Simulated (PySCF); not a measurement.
SiHFBr₂, SMILES F[SiH](Br)Br. Geometry optimised at TPSSh-D3(BJ)/def2-SVP. This is a generated structure with no PubChem entry under its InChIKey; it may be hypothetical.

Computed equilibrium geometry at TPSSh-D3(BJ)/def2-SVP (PySCF confirms it by a frequency run) as Cartesian coordinates in Å, and its point group:
point group Cs.
```xyz
5

Si     0.4411    -0.7229     0.0000
F     -0.4401    -2.0783     0.0000
Br    -0.0583     0.4273    -1.8122
Br    -0.0583     0.4273     1.8122
H      1.8671    -1.0838     0.0000
```
